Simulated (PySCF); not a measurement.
# AsN: frontier orbitals

RHF at R = 1.615 Å; PySCF, no relativity, basis sets As pcseg-1, N pcseg-1. State: ¹Σ⁺ (singlet), closed shell. Only the outer orbitals are listed, counted within each symmetry.

```tsv
orbital	occ.	ε (eV)	on As (%)	main shells (%)
8σ	2	-30.12	28	66 N s, 20 As s
9σ	2	-18.19	63	57 As s, 21 N s, 16 N p
10σ	2	-12.60	45	50 N p, 30 As p, 15 As s
4π	2	-11.34	46	53 N p, 43 As p
4π	2	-11.34	46	53 N p, 43 As p
5π	0	1.00	63	58 As p, 37 N p
5π	0	1.00	63	58 As p, 37 N p
```

Problem. Which are the highest filled and the lowest empty level, where do they sit, and how wide is the gap?

Solution. Highest filled 4π at -11.34 eV (in %: 53 N p, 43 As p); lowest empty 5π at 1.00 eV (in %: 58 As p, 37 N p); the gap at RHF is 12.34 eV. An empty level above zero is unbound, and its energy depends on the basis.

```json
{
 "bond order (Mayer)": "2.89",
 "⟨S²⟩": "0.000",
 "charge on As (Mulliken, basis-dependent)": "0.43",
 "charge on As (Löwdin, basis-dependent)": "0.32",
 "dipole moment (positive dipole means As(−)N(+))": "-3.52 D",
 "polarisability along the bond": "37.3 bohr³",
 "polarisability across the bond": "20.2 bohr³"
}
```
